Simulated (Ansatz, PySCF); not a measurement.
Gas-phase reaction in SMILES: CCN [ethanamine] -> [CH2]C + [NH2] (NH2) (the C-N bond at the site shown breaks; other sites are not compared here)
Geometries: B3LYP-D3(BJ)/def2-TZVP minima from Ansatz (a program for electronic structure), one conformer each, not searched for the lowest.
Geometry of the first species:
```
C
H 1 1.0932
H 1 1.0932 2 106.13
N 1 1.4627 2 107.63 3 115.01
H 4 1.0142 1 110.48 2 64.07
H 4 1.0142 5 106.70 1 -120.14
C 1 1.5281 2 109.64 3 -118.33
H 7 1.0931 1 110.87 2 -62.07
H 7 1.0931 8 107.82 1 121.53
H 7 1.0933 8 107.89 9 116.28
```
Charge 0, spin multiplicity 1.

Property: bond dissociation energy (electronic energy difference), in kcal/mol. Valence correlation only, unless marked. UHF or UKS for open shells. No spin-orbit coupling. No relativistic terms. CBS marks a two-point X^-3 extrapolation of the correlation energy; Hartree-Fock from the larger set. The bracket is a focal-point correction in the basis named.

```tsv
level	program	bond dissociation energy (kcal/mol)
HF-D3(BJ)/def2-TZVPD	PySCF + dftd3	64.0
PBE-D3(BJ)/def2-TZVPD	Ansatz + dftd3	91.8
BLYP-D3(BJ)/def2-TZVPD	Ansatz + dftd3	86.2
BLYP-D4/def2-TZVPD	Ansatz + dftd4	86.4
PBE0/def2-SVP	Ansatz	92.6
BHLYP/def2-TZVPD	Ansatz	___
r2SCANh/def2-TZVPD	Ansatz	83.1
r2SCAN0-D4/def2-TZVPD	Ansatz + dftd4	82.9
HSE06/def2-TZVPD	Ansatz	88.8
B2PLYP-D3(BJ)/def2-TZVPD	Ansatz + dftd3	___
SCS-MP2/aug-cc-pVTZ	Ansatz	94.1
CCSD/aug-cc-pVTZ	Ansatz	___
RI-MP2/CBS(aug-cc-pVTZ,aug-cc-pVQZ)+[CCSD(T)-MP2]/aug-cc-pVTZ	Ansatz	___
```

**Question.** Complete the blanks.

**Answer.** 
- BHLYP/def2-TZVPD, bond dissociation energy (kcal/mol): 82.0
- B2PLYP-D3(BJ)/def2-TZVPD, bond dissociation energy (kcal/mol): 89.1
- CCSD/aug-cc-pVTZ, bond dissociation energy (kcal/mol): 87.1
- RI-MP2/CBS(aug-cc-pVTZ,aug-cc-pVQZ)+[CCSD(T)-MP2]/aug-cc-pVTZ, bond dissociation energy (kcal/mol): 92.3
